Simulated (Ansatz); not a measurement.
Ansatz (an electronic-structure program) input:

Ansatz 0.2 input:
```yaml
crystal:
  periodic: [false, false, false]
  atoms:
    - {symbol: C, position_ang: [-1.89370699, 0.15571422, 0.00085858]}
    - {symbol: C, position_ang: [-1.22772314, -1.21594599, 0.12336796]}
    - {symbol: C, position_ang: [0.19063585, -1.09679623, 0.68215575]}
    - {symbol: C, position_ang: [1.04963621, -0.14779298, -0.15163019]}
    - {symbol: C, position_ang: [0.38082026, 1.22131661, -0.26077223]}
    - {symbol: C, position_ang: [-1.03638803, 1.11619249, -0.82526517]}
    - {symbol: N, position_ang: [2.36750299, -0.00289032, 0.47040927]}
    - {symbol: H, position_ang: [-2.03821199, 0.57506968, 1.00266436]}
    - {symbol: H, position_ang: [-2.88699252, 0.05631110, -0.44385731]}
    - {symbol: H, position_ang: [-1.82579518, -1.87320496, 0.75896459]}
    - {symbol: H, position_ang: [-1.19134298, -1.68745777, -0.86507647]}
    - {symbol: H, position_ang: [0.66532741, -2.08211972, 0.72599368]}
    - {symbol: H, position_ang: [0.16001941, -0.71462580, 1.70746946]}
    - {symbol: H, position_ang: [1.11422539, -0.56735000, -1.17005014]}
    - {symbol: H, position_ang: [0.35543965, 1.66730527, 0.73858244]}
    - {symbol: H, position_ang: [0.99048404, 1.88113766, -0.88612210]}
    - {symbol: H, position_ang: [-0.99070436, 0.75807898, -1.85983608]}
    - {symbol: H, position_ang: [-1.49939617, 2.10519549, -0.85931086]}
    - {symbol: H, position_ang: [2.95920192, 0.60628434, -0.08374542]}
    - {symbol: H, position_ang: [2.83557945, -0.90052072, 0.52917067]}
basis:
  gaussian:
    orbitals: def2-TZVPD
hamiltonian:
  xc: {name: wB97X-V}
output: {forces: true}
```

### Question
What final total energy does it print?

### Answer
-291.25934 Eh (wB97X-V/def2-TZVPD). The basis has 376 functions.
